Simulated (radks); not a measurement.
The numbers below are computed, except where a source is named.
Problem. Radial electron density D(r) = 4 pi r^2 rho(r) of an atom or ion with 19 electrons. Code: a radial shooting solver on a logarithmic mesh with Libxc functionals. Model: scalar-relativistic Kohn-Sham, LB94 model potential, spin-polarised, spherical densities, finite nucleus; Fermi nuclear charge, rms radius of each element as measured or else 0.836 A^(1/3) + 0.57 fm.

```
   r/bohr * D(r) (the largest magnitude, 24.5, reaches the edge; | marks zero)
 0.008367 |       *
 0.009509 |         *
  0.01089 |           *
  0.01248 |              *
  0.01419 |                 *
  0.01625 |                    *
  0.01862 |                        *
  0.02116 |                             *
  0.02425 |                                 *
  0.02756 |                                      *
  0.03157 |                                          *
  0.03617 |                                              *
  0.04111 |                                                 *
   0.0471 |                                                   *
  0.05396 |                                                    *
  0.06133 |                                                   *
  0.07026 |                                                 *
   0.0805 |                                             *
  0.09149 |                                          *
   0.1048 |                                       *
   0.1191 |                                      *
   0.1365 |                                      *
   0.1564 |                                         *
   0.1777 |                                             *
   0.2036 |                                                  *
   0.2333 |                                                      *
   0.2651 |                                                      *
   0.3038 |                                                   *
   0.3452 |                                            *
   0.3955 |                                   *
   0.4532 |                         *
    0.515 |                  *
   0.5901 |              *
    0.676 |             *
   0.7684 |              *
   0.8803 |               *
    1.009 |                *
    1.146 |               *
    1.313 |             *
    1.493 |         *
     1.71 |      *
    1.959 |   *
    2.227 |  *
    2.551 | *
    2.923 |*
    3.322 |*
    3.806 |*
     4.36 *
    4.955 *
    5.677 *
    6.453 *
    7.393 *
     8.47 *
    9.626 *
```

What is the nuclear charge?

Solution. Z = 20. The innermost maximum, from 1s, lies near gamma/Z bohr with gamma = sqrt(1 - (Z/c)^2) = 0.989, here 0.0495 bohr (found: 0.0527), and its height grows with Z. The density is that of the calcium ion Ca+ in [Ar] 4s1; the configuration itself is not fixed sharply by these data, and Z only to about a unit. D(r) has 3 maxima, at r = 0.0527, 0.253, 1.00 bohr, and minima at 0.123, 0.665 bohr, inside which lie 2.17, 10.42 electrons.
